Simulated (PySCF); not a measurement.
## How the method moves the HOMO and LUMO of `B[C@H]1C=CC1`

Species: C4H7B.
Geometry (PBE0-D3(BJ)/def2-SVP, Å), atoms numbered from 1 in this order:
```xyz
12
C4H7B angstrom
B      1.6565   -0.2824    0.5324
C      0.1877   -0.4753    0.0743
C     -1.0291   -0.1741    0.9204
C     -1.6170    0.5738   -0.0260
C     -0.5082    0.3813   -1.0324
H      1.9828   -0.5389    1.6703
H      2.5129    0.0277   -0.2663
H      0.2505   -1.5565   -0.2170
H     -1.3004   -0.4563    1.9414
H     -2.5530    1.1370   -0.0655
H     -0.7810   -0.1679   -1.9492
H      0.0404    1.2920   -1.3253
```

Basis pcSseg-2 throughout (PySCF), one geometry. Geometry: PBE0-D3(BJ)/def2-SVP, one conformer, isolated molecule.

**Question.** How do the orbital energies, the gap and the dipole change with the method?

**Answer.** 
```json
{"method": "BLYP", "kind": "GGA", "HOMO (eV)": "-5.86", "LUMO (eV)": "-2.22", "gap (eV)": "3.64", "μ (D)": "0.65", "SCF cycles": "15"}
{"method": "B97-D", "kind": "GGA", "HOMO (eV)": "-5.95", "LUMO (eV)": "-2.13", "gap (eV)": "3.81", "μ (D)": "0.64", "SCF cycles": "14"}
{"method": "OPBE", "kind": "GGA", "HOMO (eV)": "-6.00", "LUMO (eV)": "-2.14", "gap (eV)": "3.86", "μ (D)": "0.68", "SCF cycles": "16"}
{"method": "KT2", "kind": "GGA", "HOMO (eV)": "-6.01", "LUMO (eV)": "-2.36", "gap (eV)": "3.65", "μ (D)": "0.64", "SCF cycles": "14"}
{"method": "PBE", "kind": "GGA", "HOMO (eV)": "-6.02", "LUMO (eV)": "-2.36", "gap (eV)": "3.66", "μ (D)": "0.68", "SCF cycles": "15"}
{"method": "KT3", "kind": "GGA", "HOMO (eV)": "-6.03", "LUMO (eV)": "-2.26", "gap (eV)": "3.77", "μ (D)": "0.62", "SCF cycles": "14"}
{"method": "BP86", "kind": "GGA", "HOMO (eV)": "-6.10", "LUMO (eV)": "-2.39", "gap (eV)": "3.72", "μ (D)": "0.67", "SCF cycles": "15"}
{"method": "LDA", "kind": "LDA", "HOMO (eV)": "-6.18", "LUMO (eV)": "-2.64", "gap (eV)": "3.53", "μ (D)": "0.71", "SCF cycles": "15"}
{"method": "B97-2", "kind": "global hybrid", "HOMO (eV)": "-6.85", "LUMO (eV)": "-1.30", "gap (eV)": "5.54", "μ (D)": "0.60", "SCF cycles": "13"}
{"method": "B3LYP", "kind": "global hybrid", "HOMO (eV)": "-6.88", "LUMO (eV)": "-1.58", "gap (eV)": "5.31", "μ (D)": "0.59", "SCF cycles": "12"}
{"method": "PBE0", "kind": "global hybrid", "HOMO (eV)": "-7.10", "LUMO (eV)": "-1.34", "gap (eV)": "5.76", "μ (D)": "0.60", "SCF cycles": "13"}
{"method": "mPW1PW91", "kind": "global hybrid", "HOMO (eV)": "-7.11", "LUMO (eV)": "-1.32", "gap (eV)": "5.79", "μ (D)": "0.60", "SCF cycles": "13"}
{"method": "BHandHLYP", "kind": "global hybrid", "HOMO (eV)": "-8.02", "LUMO (eV)": "-0.33", "gap (eV)": "7.69", "μ (D)": "0.52", "SCF cycles": "11"}
{"method": "CAM-B3LYP", "kind": "range-separated hybrid", "HOMO (eV)": "-8.40", "LUMO (eV)": "-0.28", "gap (eV)": "8.12", "μ (D)": "0.56", "SCF cycles": "12"}
{"method": "wB97X-D", "kind": "range-separated hybrid", "HOMO (eV)": "-8.92", "LUMO (eV)": "0.57", "gap (eV)": "9.49", "μ (D)": "0.57", "SCF cycles": "13"}
{"method": "HF", "kind": "Hartree–Fock", "HOMO (eV)": "-9.41", "LUMO (eV)": "1.92", "gap (eV)": "11.33", "μ (D)": "0.45", "SCF cycles": "10"}
{"method": "LC-wPBE", "kind": "range-separated hybrid", "HOMO (eV)": "-9.78", "LUMO (eV)": "0.95", "gap (eV)": "10.73", "μ (D)": "0.57", "SCF cycles": "12"}
```

The HOMO spans 3.92 eV, from BLYP down to LC-wPBE, and the gap runs from 3.53 eV (LDA) to 11.33 eV (HF). Over the methods BLYP (0 %), B97-D (0 %), OPBE (0 %), KT2 (0 %), PBE (0 %), KT3 (0 %), BP86 (0 %), LDA (0 %), B97-2 (21 %), B3LYP (20 %), PBE0 (25 %), mPW1PW91 (25 %), BHandHLYP (50 %), HF (100 %), a straight line through the gap against the share of exact exchange rises by 0.77 eV for each 10 % (correlation coefficient 0.999). The dipole ranges from 0.45 D (HF) to 0.71 D (LDA). This basis has no diffuse functions.
